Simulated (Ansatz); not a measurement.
Single points on the cluster CaTe₂.

```yaml
crystal:
  periodic: [false, false, false]
  atoms:
    - {symbol: Ca, position_ang: [1.231423, 0.943126, 0.475588]}
    - {symbol: Te, position_ang: [-0.497809, 0.039049, -1.555631]}
    - {symbol: Te, position_ang: [-0.733613, -0.982175, 1.080043]}
basis:
  gaussian: {orbitals: def2-SVP, initial_orbitals: start.molden}
hamiltonian: {xc: pbe0, dispersion: d4}
scf: {omitted_lower_state_checks: [starts]}
output: {orbitals: {seedname: orbitals}}
```

The file start.molden holds the orbitals of an earlier run on this structure, at another level or in another basis.

```sh
$ ansatz run in.yaml --threads 4 --pin off --events-out ev --progress --plain --max-ram 3916MiB
```

Output, abridged:

```
Functional definition: PBE0
940 factors; integrals over basis functions are off by at most 2.4e-4 eV
mean field evaluation 1: about -33020.0282 eV, gradient 3.2e1 eV
mean field evaluation 2: about -33020.1630 eV, gradient 2.2e-1 eV
mean field evaluation 4: about -33020.3230 eV, gradient 1.3e-2 eV
mean field evaluation 8: about -33020.3230 eV, gradient 4.1e-5 eV
mean field -33020.32298404 eV, -1213.4744876848 hartree, gradient 4.1e-5 eV, S^2 0.000000; 0 other end points of the search recorded, 0 dependent functions left out
reference -33020.32302004 eV, -1213.4744890078 hartree; 34, 34 occupied and 42, 42 virtual orbitals, 940 factors
Total energy: -33020.43674979 eV, -1213.4786684991 hartree
Checks for a lower state left out: starts
```

Hardware: 4 threads of Intel Xeon on a shared host. Wall time 1.6 s.

As the first input, with `gaussian: {orbitals: def2-TZVPP, initial_orbitals: start.molden}`, `correlation: {method: ccsd_t}` and without the key `hamiltonian` (abridged; 15 s):

```
Functional definition: HF
mean field evaluation 16: about -32943.0639 eV, gradient 5.9e0 eV
mean field -32949.14650620 eV, -1210.8588003691 hartree, gradient 7.4e-6 eV, S^2 0.000000
13 core orbitals not correlated: weight in the atoms' cores, before any rotation towards them, 1.000 or more for the frozen orbitals, at most 0.000 for the correlated occupied ones
second order -30.30835463 eV of doubles, -0.00000000 eV of singles
cycle   1  -28.50680589 eV  change     1.8e0 eV  update   1.2e-1
cycle   2  -29.19398527 eV  change   -6.9e-1 eV  update   3.7e-2
cycle   3  -29.30296256 eV  change   -1.1e-1 eV  update   2.0e-2
cycle   4  -29.26826798 eV  change    3.5e-2 eV  update   7.3e-3
cycle   5  -29.26047451 eV  change    7.8e-3 eV  update   4.4e-3
cycle   6  -29.26483888 eV  change   -4.4e-3 eV  update   1.7e-3
cycle   7  -29.26553083 eV  change   -6.9e-4 eV  update   7.1e-4
cycle   8  -29.26477074 eV  change    7.6e-4 eV  update   3.1e-4
cycle   9  -29.26478358 eV  change   -1.3e-5 eV  update   1.7e-4
cycle  10  -29.26497399 eV  change   -1.9e-4 eV  update   8.6e-5
cycle  11  -29.26482456 eV  change    1.5e-4 eV  update   4.1e-5
cycle  12  -29.26487847 eV  change   -5.4e-5 eV  update   1.9e-5
cycle  13  -29.26488811 eV  change   -9.6e-6 eV  update   7.8e-6
perturbative correction -0.79791886 eV, -0.0293229771 hartree
Total energy: -32979.20931316 eV, -1211.9635881478 hartree
Checks for a lower state left out: starts
```

First input, but with `gaussian: {orbitals: def2-TZVP, initial_orbitals: start.molden}`, `hamiltonian: {xc: {text: "exchange = 0.65*pbe_x + 0.35*exact_x\ncorrelation = pbe_c"}}` (abridged; 1.9 s):

```
Functional definition: unnamed
mean field -33024.08280003 eV, -1213.6126583738 hartree, gradient 1.3e-5 eV, S^2 0.000000
Total energy: -33024.08282732 eV, -1213.6126593766 hartree
Checks for a lower state left out: starts
```

As the first input, with `gaussian: {orbitals: def2-TZVP, initial_orbitals: start.molden}`, `hamiltonian: {xc: {name: LC-wPBE}}` (abridged; 2 s):

```
Functional definition: LC-wPBE
mean field -33024.58761620 eV, -1213.6312100259 hartree, gradient 5.7e-6 eV, S^2 0.000000
Total energy: -33024.58761620 eV, -1213.6312100261 hartree
Checks for a lower state left out: starts
```

First input, but with `gaussian: {orbitals: def2-TZVP, initial_orbitals: start.molden}`, `hamiltonian: {xc: {text: "exchange = 0.85*pbe_x + 0.15*exact_x\ncorrelation = pbe_c"}}` (abridged; 2 s):

```
Functional definition: unnamed
mean field -33022.30992546 eV, -1213.5475064352 hartree, gradient 1.5e-5 eV, S^2 0.000000
Total energy: -33022.30996102 eV, -1213.5475077418 hartree
Checks for a lower state left out: starts
```

As the first input, with `gaussian: {orbitals: def2-TZVPD, initial_orbitals: start.molden}` (abridged; 2.7 s):

```
Functional definition: PBE0
mean field -33023.20028749 eV, -1213.5802266363 hartree, gradient 1.1e-5 eV, S^2 0.000000
Total energy: -33023.31405658 eV, -1213.5844075731 hartree
Checks for a lower state left out: starts
```

The first input with `gaussian: {orbitals: def2-TZVPD, initial_orbitals: start.molden}`, `hamiltonian: {xc: r2scan, dispersion: d4}` (abridged; 2.9 s):

```
Functional definition: r2SCAN
mean field -33032.17385824 eV, -1213.9099992788 hartree, gradient 1.9e-5 eV, S^2 0.000000
Total energy: -33032.19570622 eV, -1213.9108021772 hartree
Checks for a lower state left out: starts
```

Geometry: r2SCAN-D4/def2-TZVP.

In the def2 sets Te takes a core potential; there is no spin–orbit coupling. LC-ωPBE has ω = 0.4 bohr⁻¹. Correlated methods freeze 13 core orbitals; core or outer-core shells of Ca, Te are correlated, in sets that lack core-valence functions. The structure comes from a short search, and lower isomers may exist.
